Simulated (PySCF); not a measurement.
## Radial density of Fe (iron, neutral)

BLYP, [Ar] 3d6 4s2, high-spin 5D determinant. Computed with PySCF 2.14 in aug-cc-pVQZ-DK, with scalar relativity by spin-free X2C-1e.

```csv
r (bohr),4πr²ρ (e/bohr),4πr²(ρα − ρβ)
0.000995,0.2120,0.0000
0.00167,0.5351,0.0000
0.00281,1.323,0.0001
0.00473,3.165,0.0002
0.00796,7.138,0.0004
0.0134,14.52,0.0008
0.0225,24.71,0.0013
0.0379,31.33,0.0017
0.0637,27.19,0.0040
0.107,25.52,0.0318
0.180,34.89,0.2321
0.303,21.55,1.1513
0.510,13.93,3.0434
0.858,14.66,3.3437
1.44,4.328,1.5230
2.43,1.293,0.3013
4.08,0.3559,-0.0077
6.87,0.02132,-0.0037
11.6,7.652e-05,0.0000
```

Densities and radii are taken from the X2C orbitals without a picture-change correction, which distorts them close to the nucleus.

(1) Where is the radial spin density 4πr²(ρα − ρβ) most negative, and why is it negative at all?

## Answers

(1) Around r = 4.08 bohr, down to -0.0077 e/bohr: exchange with the open shell polarises the paired shells in an unrestricted calculation.
